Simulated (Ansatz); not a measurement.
CH2N2Si, SMILES `[C-]#[N+][Si]N` (lower singlet) (charge 0, multiplicity 1). This singlet lies 2.42 eV below the relaxed triplet at the level frozen-core CCSD(T)/cc-pVTZ // PBE0-D3(BJ)/def2-TZVP (Ansatz, a program for electronic structure).

The numbers are results of r2SCAN0/cc-pVTZ // PBE0-D3(BJ)/def2-TZVP (Ansatz), not measurements.

Ansatz 0.2 input:
```yaml
crystal:
  periodic: [false, false, false]
  atoms:
    - { symbol: C, position_ang: [2.525729, -0.511742, -0.032169] }
    - { symbol: N, position_ang: [1.483708, 0.029875, -0.030074] }
    - { symbol: Si, position_ang: [0.128456, 1.180964, -0.042482] }
    - { symbol: N, position_ang: [-1.100135, 0.012187, 0.021146] }
    - { symbol: H, position_ang: [-0.964744, -0.987609, 0.052328] }
    - { symbol: H, position_ang: [-2.073014, 0.276325, 0.03125] }
basis:
  gaussian: { orbitals: cc-pVTZ }
hamiltonian:
  xc: r2scan0
```

Output:

```
Functional definition: r2SCAN0
933 factors; their error is unknown
mean field evaluation 1: about -11916.4614 eV, gradient 6.6e1 eV
mean field evaluation 2: about -11902.9586 eV, gradient 9.6e1 eV
mean field evaluation 4: about -11924.4703 eV, gradient 4.9e0 eV
mean field evaluation 8: about -11924.5358 eV, gradient 1.5e-1 eV
mean field evaluation 16: about -11924.5669 eV, gradient 2.8e-5 eV
mean field -11924.56690045 eV, -438.2197508299 hartree, gradient 2.8e-5 eV, S^2 0.000000; 0 other end points of the search recorded, 0 dependent functions left out
reference -11924.56690786 eV, -438.2197511021 hartree; 18, 18 occupied and 134, 134 virtual orbitals, 933 factors
Total energy: -11924.56690786 eV, -438.2197511021 hartree
```
